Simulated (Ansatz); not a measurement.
H2Te, charge +1, doublet, geometry from GFN2-xTB (a state made from the parent by changing its charge; the spin is typed, not shown lowest) (core potentials on Te); R2SCAN/def2-SVP in Ansatz (a first-principles code).

Here is a job for Ansatz.
Ansatz 0.2 input:
```yaml
crystal:
  periodic: [false, false, false]
  atoms:
    - {symbol: Te, position_ang: [-0.00025533, 0.04223806, 0.00196862]}
    - {symbol: H, position_ang: [-1.17931590, -1.10419009, -0.07625629]}
    - {symbol: H, position_ang: [1.19259301, -1.09218903, -0.02611171]}
basis:
  gaussian:
    orbitals: def2-SVP
hamiltonian:
  xc: r2scan
total_charge: 1
magnetization: {spin_polarized: true, initial_magnetization: 1}
```

**Question.** What does Ansatz print? Leave out banner, timings and long lists.

**Answer.** 
```
Functional definition: r2SCAN
436 factors; their error is unknown
mean field evaluation 1: about -7318.7128 eV, gradient 7.4e0 eV
mean field evaluation 2: about -7318.9831 eV, gradient 4.3e0 eV
mean field evaluation 4: about -7319.0726 eV, gradient 3.1e-1 eV
mean field evaluation 8: about -7319.0680 eV, gradient 4.2e-3 eV
mean field -7319.06804366 eV, -268.9707895621 hartree, gradient 5.7e-5 eV, S^2 0.755178; 0 other end points of the search recorded, 0 dependent functions left out
reference -7319.06805168 eV, -268.9707898568 hartree; 13, 12 occupied and 23, 24 virtual orbitals, 436 factors
Total energy: -7319.06805168 eV, -268.9707898568 hartree
```
